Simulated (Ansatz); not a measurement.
`CC1=C(C)B1` and `CC1=CB1` differ in one atom or group.

Ansatz, PBE0-D4/def2-TZVP geometries, multiplicity 1. 

| property | `CC1=C(C)B1` |
| --- | --- |
| LUMO energy (PBE/def2-TZVPP) / eV | -0.59 |
| HOMO–LUMO gap (PBE/def2-TZVPP) / eV | 5.56 |
| HOMO energy (PBE0/def2-TZVPP) / eV | -7.45 |
| size of the dipole moment (B3LYP/def2-TZVPP) / D | 1.59 |
| size of the dipole moment (ωB97M-V/def2-TZVPP) / D | 1.60 |
| HOMO–LUMO gap (B3LYP/def2-TZVPP) / eV | 7.53 |

Q: What does the change do to each property? (Estimate.)

A: Computed: 
| property | `CC1=CB1` | shift |
| --- | --- | --- |
| LUMO energy (PBE/def2-TZVPP) / eV | -0.99 | -0.40 |
| HOMO–LUMO gap (PBE/def2-TZVPP) / eV | 5.39 | -0.17 |
| HOMO energy (PBE0/def2-TZVPP) / eV | -7.69 | -0.24 |
| size of the dipole moment (B3LYP/def2-TZVPP) / D | 1.52 | -0.07 |
| size of the dipole moment (ωB97M-V/def2-TZVPP) / D | 1.53 | -0.07 |
| HOMO–LUMO gap (B3LYP/def2-TZVPP) / eV | 7.39 | -0.14 |

With PBE0 the HOMO falls by 0.24 eV and the LUMO falls by 0.37 eV, so the gap narrows by about 0.13 eV. PBE moves the HOMO by -0.23 eV and ωB97M-V by -0.24 eV. Dipoles are sizes alone; their direction can turn.

B3LYP here is the variant with VWN-RPA as its local correlation; programs differ in this.
